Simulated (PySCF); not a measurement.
AlI2 (SMILES [I][Al+][I]), charge +1, singlet, at a GFN2-xTB geometry (such geometries of metal compounds can be far from the true shape) (core potentials on I). Base run: R2SCAN/def2-SVP in PySCF.

Input for PySCF:
```python
from pyscf import gto, scf, dft

mol = gto.M(
    atom='''
Al    0.00000000    0.00000000    0.00000000
I    -0.00000000   -0.00000000   -2.47377043
I     0.00000000    0.00000000    2.47377043
''',
    basis='def2-svp',
    ecp={'I': 'def2-svp'},
    charge=1,
    verbose=4,
)

mf = dft.RKS(mol)
mf.xc = 'r2scan'
mf.kernel()
mf.analyze()
```

The base run was repeated with changes; each row names its change, and settings that it needs were set with it.

| change | ΔE vs base (mEh) | grid points | electrons on the grid | outcome |
|---|---|---|---|---|
| base | 0.000 | 63096 | 61.99999 | converged |
| grids.prune = dft.gen_grid.sg1_prune | - | - | - | input refused |
| grids.level = 1 | 0.592 | 22408 | 62.00006 | converged |
| grids.atom_grid = (30, 110) | 1.861 | 7272 | 61.99992 | converged |
| grids.atom_grid = (75, 302) | -0.148 | 39872 | 62.00000 | converged |
| grids.prune = dft.gen_grid.treutler_prune | 0.000 | 62560 | 61.99999 | converged |
| grids.level = 4 | -0.009 | 91872 | 62.00000 | converged |
| grids.level = 0 | 10.051 | 7288 | 61.99214 | converged |
| small_rho_cutoff = 0 | 0.000 | 63096 | 61.99999 | converged |
| grids.radi_method = mura_knowles | -0.044 | 55384 | 61.99999 | converged |
| grids.level = 7 | -0.027 | 265864 | 62.00000 | converged |

- grids.prune = dft.gen_grid.sg1_prune: ended with `IndexError: index 53 is out of bounds for axis 0 with size 19`
